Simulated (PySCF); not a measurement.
C4H14FNSi3.
Numbering: `[CH3:1]/[N:2]=[CH:3]\[CH2:4][Si:5]([SiH3:6])([SiH3:7])[CH2:8][F:9]` (hydrogens: H10, H11, H12 on C1; H13 on C3; H14, H15 on C4; H16, H17, H18 on Si6; H19, H20, H21 on Si7; H22, H23 on C8)

Cartesian coordinates in Å at the GFN2-xTB level; atoms count from 1:
```xyz
23
C4H14FNSi3 angstrom
C      2.7019    1.4343   -0.0119
N      2.6969    0.1813   -0.7144
C      1.9111   -0.7509   -0.3992
C      0.8663   -0.7786    0.6548
Si    -0.8702   -0.2677   -0.0570
Si    -2.3217   -0.1003    1.7744
Si    -0.7328    1.4512   -1.6423
C     -1.3859   -1.8595   -1.0419
F     -2.6541   -1.6647   -1.5620
H      1.6988    1.8393    0.1606
H      3.1991    1.3233    0.9557
H      3.2740    2.1419   -0.6108
H      1.9972   -1.6500   -1.0026
H      0.7955   -1.7859    1.0647
H      1.1272   -0.1005    1.4663
H     -3.6995    0.1477    1.3545
H     -2.3370   -1.2951    2.6282
H     -1.9181    1.0161    2.6374
H     -1.8993    1.4330   -2.5260
H     -0.7323    2.7484   -0.9525
H      0.4627    1.3972   -2.4862
H     -1.4474   -2.7606   -0.4249
H     -0.7369   -2.0728   -1.8956
```

Hirshfeld charges (e) from the PBE0/pcSseg-1 density (PySCF), one withheld:

| atom | bonded to | charge |
| --- | --- | --- |
| C1 | N2 H10 H11 H12 | -0.0744 |
| N2 | C1 C3 | -0.1641 |
| C3 | N2 C4 H13 | +0.0342 |
| C4 | C3 Si5 H14 H15 | -0.1587 |
| Si5 | C4 Si6 Si7 C8 | +0.2175 |
| Si6 | Si5 H16 H17 H18 | +0.2145 |
| Si7 | Si5 H19 H20 H21 | +0.2122 |
| C8 | Si5 F9 H22 H23 | -0.0691 |
| F9 | C8 | ? |
| H10 | C1 | +0.0326 |
| H11 | C1 | +0.0480 |
| H12 | C1 | +0.0463 |
| H13 | C3 | +0.0411 |
| H14 | C4 | +0.0489 |
| H15 | C4 | +0.0411 |
| H16 | Si6 | -0.0700 |
| H17 | Si6 | -0.0690 |
| H18 | Si6 | -0.0762 |
| H19 | Si7 | -0.0671 |
| H20 | Si7 | -0.0771 |
| H21 | Si7 | -0.0641 |
| H22 | C8 | +0.0408 |
| H23 | C8 | +0.0414 |

Q: What is the charge on F9?

A: The charges add up to the total charge, 0. The others sum to +0.1288, which leaves -0.1288 e for F9 (alkyl fluorine); the computed value is -0.1278, the difference coming from rounding and the integration grid.

Q: Add each hydrogen's charge to the atom that carries it.

A: C1 +0.0525, C3 +0.0753, C4 -0.0687, Si6 -0.0007, Si7 +0.0039, C8 +0.0131. Atoms without hydrogen keep their charges.

Q: Across which bond do the charges differ most?

A: Si5–C4: +0.2175 on Si5 against -0.1587 on C4, a difference of 0.3762 e. The lower charge is on the more electronegative element of the two (Pauling values: C 2.55, Si 1.90).

Q: Take the bonds between elements whose Pauling electronegativities differ by more than 0.25. In how many does the more electronegative atom carry the lower charge?

A: In 19 of 19.

Q: How much positive and how much negative charge does this set hold in all?

A: +1.0186 e on 12 atoms and -1.0176 e on 11.

The Hirshfeld scheme weights the molecular density at each point by an atom's share of the summed free-atom densities. One conformer (not necessarily the lowest) at the GFN2-xTB geometry, without solvent, vibrations or thermal averaging. GFN2-xTB frequencies show an imaginary mode (30i cm⁻¹), so this geometry is no minimum at that level.
